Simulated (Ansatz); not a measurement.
TiCl: shapes and states compared

Calculated in Ansatz's Gaussian-basis code. Basis cc-pwCVTZ-DK on Ti, cc-pVTZ-DK on Cl, scalar X2C without spin–orbit coupling, 10 orbitals frozen in the corrections; active space CAS(11,10). Restricted Hartree–Fock, then the lowest state-specific CASSCF solution met for each case. Coupled cluster stands on the determinant that it favours, not always the lowest RHF. On stretched bonds single-reference methods can fail or change state. Unlike active orbitals can shift such differences by tenths of an eV, at times by over 1 eV.

Case A, quartet: bond length 2.2650 Å.

Case B, quartet: bond length 2.6048 Å.

Case C, doublet: the shape of A.

Energy less that of case A, in eV:

```tsv
case	RHF/ROHF	CASSCF	CCSD(T)
B	+0.166	+1.245	+0.450
C	+1.754	+0.532	+0.339
```

**Question.** Give the SC-NEVPT2 energies against case A.

**Answer.** B: +0.321 eV (7.4 kcal/mol); C: +0.448 eV (10.3 kcal/mol).

**Question.** Which case is lowest, and do the methods agree?

**Answer.** A is lowest in SC-NEVPT2. Of the methods shown, RHF/ROHF, CASSCF, CCSD(T) agree.
